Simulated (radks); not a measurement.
The numbers below are computed, except where a source is named.
Question: The lutetium ion Lu+, 70 electrons, occupied as [Xe] 4f14 6s2 (the NIST ground configuration). Code: a radial shooting solver on a logarithmic mesh with Libxc functionals. Model: non-relativistic Kohn-Sham, SOGGA, spin-polarised, spherical densities, point nucleus; relativity is left out, which matters for an element this heavy. Some entries of the table are withheld. Estimate them.

orbital,occ.,eigenvalue (hartree),<r^2> (bohr^2)
1s,2,-2148.158,0.0006091
2s,2,-349.8436,0.009575
2p,6,-334.7004,0.007090
3s,2,-78.83059,0.06056
3p,6,-71.88404,0.05618
3d,10,-58.92671,(1)
4s,2,(2),0.3022
4p,6,-12.60495,0.3157
4d,10,-7.45649,0.3512
5s,2,-2.20755,1.827
5p,6,-1.44026,2.325
4f,14,-0.90255,0.6201
6s,2,-0.37705,13.69

Answer: 
(1) 3d <r^2> (bohr^2): 0.04398
(2) 4s eigenvalue (hartree): -15.44780
